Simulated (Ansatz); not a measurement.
CH₇BNP (`NCBP`). The species carries charge 0 and has multiplicity 1.

```xyz
11

N     1.411   -0.534   -0.392
C     0.786    0.564    0.329
B    -0.765    0.511    0.464
P    -1.786   -0.916   -0.199
H     2.414   -0.417   -0.444
H     1.241   -1.414    0.079
H     1.216    0.765    1.327
H     0.964    1.501   -0.224
H    -1.312    1.351    1.119
H    -1.191   -1.136   -1.460
H    -2.979   -0.276   -0.598
```

(1) List the harmonic frequencies (cm⁻¹, unscaled) at PBE0-D4/def2-TZVP in Ansatz. (An estimate is asked.)

(2) Is this a minimum?

(3) Give the ideal-gas thermochemistry at 298.15 K and 1 bar (rigid rotor, harmonic oscillator; point group C1, symmetry number 1).

(4) And at 400, 500, 600, 800 and 1000 K?

Results:

(1) The calculation gave: 117, 155, 251, 304, 437, 452, 607, 630, 788, 820, 856, 890, 1070, 1090, 1144, 1166, 1275, 1365, 1436, 1666, 2454, 2474, 2614, 2938, 2998, 3529, 3609.

(2) Yes, all 27 modes are real.

(3) Zero-point energy 222.1 kJ/mol; H(298) − E = 241.2 kJ/mol; entropy 321.5 J/(mol·K), of which translation 162.7, rotation 107.0, vibration 51.8; G(298) − E = 145.3 kJ/mol.

(4) 
| T (K) | H − E (kJ/mol) | S (J/mol/K) | G − E (kJ/mol) |
| --- | --- | --- | --- |
| 400 | 252.5 | 353.9 | 110.9 |
| 500 | 265.5 | 383.0 | 74.0 |
| 600 | 280.3 | 409.8 | 34.4 |
| 800 | 313.5 | 457.6 | -52.5 |
| 1000 | 350.8 | 499.0 | -148.2 |
